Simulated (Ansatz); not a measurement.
Reaction (atomization): `[NH2][Al]([NH2])[Cl]` → Al• + Cl• + 4 H• + 2 N•

Gas-phase electronic energies from Ansatz, PBE0-D4/def2-TZVP geometries. CCSD(T)/CBS adds triple-zeta CCSD(T) − MP2 to the extrapolated MP2 energy (def2 sets, frozen cores). This one scheme is used for every species, atoms too. DFT in def2-TZVPP. B3LYP here is the variant with VWN-RPA as its local correlation; programs differ in this. HSE06 is defined as in plane-wave codes. Open shells (•) are unrestricted, without spin–orbit coupling. Spin–orbit coupling would lower the free atoms: a little for Al, Cl. Each species was taken in one conformer, which may not be the lowest.

```json
{"level": "LDA (SPW92)", "ΔE (kJ/mol)": "3126.8", "difference from CCSD(T)/CBS": "358.2"}
{"level": "PBE-D4", "ΔE (kJ/mol)": "2793.3", "difference from CCSD(T)/CBS": "24.7"}
{"level": "revPBE-D4", "ΔE (kJ/mol)": "2718.6", "difference from CCSD(T)/CBS": "-50.0"}
{"level": "BLYP-D4", "ΔE (kJ/mol)": "2761.9", "difference from CCSD(T)/CBS": "-6.7"}
{"level": "r2SCAN-D4", "ΔE (kJ/mol)": "2750.3", "difference from CCSD(T)/CBS": "-18.3"}
{"level": "PBE0-D4", "ΔE (kJ/mol)": "2737.5", "difference from CCSD(T)/CBS": "-31.1"}
{"level": "B3LYP-D4", "ΔE (kJ/mol)": "2760.6", "difference from CCSD(T)/CBS": "-8.0"}
{"level": "r2SCANh-D4", "ΔE (kJ/mol)": "2729.6", "difference from CCSD(T)/CBS": "-39.0"}
{"level": "r2SCAN0-D4", "ΔE (kJ/mol)": "2699.5", "difference from CCSD(T)/CBS": "-69.1"}
{"level": "HSE06-D4", "ΔE (kJ/mol)": "2739.5", "difference from CCSD(T)/CBS": "-29.1"}
{"level": "BHLYP-D4", "ΔE (kJ/mol)": "2674.3", "difference from CCSD(T)/CBS": "-94.3"}
{"level": "CAM-B3LYP-D4", "ΔE (kJ/mol)": "2775.0", "difference from CCSD(T)/CBS": "6.4"}
{"level": "ωB97X-V", "ΔE (kJ/mol)": "2773.5", "difference from CCSD(T)/CBS": "4.9"}
{"level": "ωB97M-V", "ΔE (kJ/mol)": "2776.7", "difference from CCSD(T)/CBS": "8.1"}
{"level": "B2PLYP", "ΔE (kJ/mol)": "2729.9", "difference from CCSD(T)/CBS": "-38.7"}
{"level": "PBE-QIDH", "ΔE (kJ/mol)": "2717.3", "difference from CCSD(T)/CBS": "-51.3"}
{"level": "PBE", "ΔE (kJ/mol)": "2778.5", "difference from CCSD(T)/CBS": "9.9"}
{"level": "revPBE", "ΔE (kJ/mol)": "2678.1", "difference from CCSD(T)/CBS": "-90.5"}
{"level": "BLYP", "ΔE (kJ/mol)": "2730.0", "difference from CCSD(T)/CBS": "-38.6"}
{"level": "r2SCAN", "ΔE (kJ/mol)": "2746.7", "difference from CCSD(T)/CBS": "-21.9"}
{"level": "PBE0", "ΔE (kJ/mol)": "2724.9", "difference from CCSD(T)/CBS": "-43.7"}
{"level": "r2SCANh", "ΔE (kJ/mol)": "2725.8", "difference from CCSD(T)/CBS": "-42.8"}
{"level": "r2SCAN0", "ΔE (kJ/mol)": "2695.2", "difference from CCSD(T)/CBS": "-73.4"}
{"level": "HSE06", "ΔE (kJ/mol)": "2727.6", "difference from CCSD(T)/CBS": "-41.0"}
{"level": "BHLYP", "ΔE (kJ/mol)": "2654.7", "difference from CCSD(T)/CBS": "-113.9"}
{"level": "CAM-B3LYP", "ΔE (kJ/mol)": "2762.0", "difference from CCSD(T)/CBS": "-6.6"}
{"level": "LC-ωPBE", "ΔE (kJ/mol)": "2744.4", "difference from CCSD(T)/CBS": "-24.2"}
{"level": "HF/def2-SVP", "ΔE (kJ/mol)": "1890.7", "difference from CCSD(T)/CBS": "-877.9"}
{"level": "MP2/def2-SVP", "ΔE (kJ/mol)": "2562.1", "difference from CCSD(T)/CBS": "-206.5"}
{"level": "CCSD/def2-SVP", "ΔE (kJ/mol)": "2496.9", "difference from CCSD(T)/CBS": "-271.7"}
{"level": "CCSD(T)/def2-SVP", "ΔE (kJ/mol)": "2522.2", "difference from CCSD(T)/CBS": "-246.4"}
{"level": "HF/def2-TZVPP", "ΔE (kJ/mol)": "1909.3", "difference from CCSD(T)/CBS": "-859.3"}
{"level": "MP2/def2-TZVPP", "ΔE (kJ/mol)": "2721.0", "difference from CCSD(T)/CBS": "-47.6"}
{"level": "SCS-MP2/def2-TZVPP", "ΔE (kJ/mol)": "2722.0", "difference from CCSD(T)/CBS": "-46.6"}
{"level": "CCSD(T)/def2-TZVPP", "ΔE (kJ/mol)": "2666.9", "difference from CCSD(T)/CBS": "-101.7"}
{"level": "HF/def2-QZVPP", "ΔE (kJ/mol)": "1917.5", "difference from CCSD(T)/CBS": "-851.1"}
{"level": "MP2/def2-QZVPP", "ΔE (kJ/mol)": "2782.3", "difference from CCSD(T)/CBS": "13.7"}
{"level": "SCS-MP2/def2-QZVPP", "ΔE (kJ/mol)": "2791.8", "difference from CCSD(T)/CBS": "23.2"}
{"level": "HF/CBS(def2)", "ΔE (kJ/mol)": "1918.7", "difference from CCSD(T)/CBS": "-849.9"}
{"level": "CCSD/CBS(def2)", "ΔE (kJ/mol)": "2725.6", "difference from CCSD(T)/CBS": "-43.0"}
{"level": "CCSD(T)/CBS", "ΔE (kJ/mol)": "2768.6", "difference from CCSD(T)/CBS": "0"}
```

Task: What do rigid-rotor, harmonic-oscillator terms from PBE0-D4/def2-TZVP frequencies (298.15 K, 1 bar) make of the CCSD(T)/CBS value? (Estimate.)

Result: The calculation gave: ΔZPE = -138.8 kJ/mol, ΔH = +2659.2 kJ/mol, ΔS = 771 J/(mol·K), ΔG = +2429.3 kJ/mol. Open shells count their whole term as degenerate.

Largest T1 diagnostic among the species: 0.018.

Leaving LDA and LC-ωPBE aside and taking each functional with its dispersion term where it has one, the values spread over 119.0 kJ/mol, from BHLYP-D4 to PBE-D4. LDA lies +348.3 kJ/mol from PBE without D4, its usual overbinding. From PBE to PBE0 (25 % exact exchange), in def2-TZVPP and without D4, ΔE moves by −53.6 kJ/mol: exact exchange takes away binding that semilocal exchange gives to molecules.

For atomizations the MP2-based limit and the directly extrapolated one differ by several kJ/mol either way, and by 10 to 25 for some Ge, Se and Sn compounds, so smaller differences from it don't rank the levels.
